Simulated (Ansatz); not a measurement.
Two isomers of CH7AlSi2: A = `C[SiH]1[AlH][SiH2]1`, B = `[SiH3][Al]1[CH2][SiH2]1`.

Gas-phase electronic energies from Ansatz, PBE0-D4/def2-TZVP geometries. CCSD(T)/CBS adds triple-zeta CCSD(T) − MP2 to the extrapolated MP2 energy (def2 sets, frozen cores). DFT in def2-TZVPP. B3LYP here is the variant with VWN-RPA as its local correlation; programs differ in this.

(1) Which is lower in electronic energy at CCSD(T)/CBS, and by how much? (An estimate is asked.)

(2) Give E(B) − E(A) in kcal/mol with PBE-D4, PBE0-D4, B3LYP, BLYP-D4, r2SCAN-D4, B3LYP-D4, HF/def2-TZVPP. (Estimate.)

Largest T1 diagnostic: 0.014.

Results:

(1) Ansatz gave: A, by 6.7 kcal/mol.

(2) The calculation gave: PBE-D4 9.6, PBE0-D4 9.2, B3LYP 5.5, BLYP-D4 6.3, r2SCAN-D4 8.2, B3LYP-D4 6.3, HF/def2-TZVPP 3.2. None reverses the order clearly.

Leaving LDA and LC-ωPBE aside and taking each functional with its dispersion term where it has one, the values, not all of them listed here, spread over 7.1 kcal/mol, from CAM-B3LYP-D4 to B97M-V. LDA lies +0.9 kcal/mol from PBE without D4. The D4 term adds +0.8 kcal/mol with B3LYP and +0.5 kcal/mol with PBE0; it sums over pairs of atoms, weighted by their polarisabilities, and B3LYP, whose exchange is more repulsive, gets the larger term.
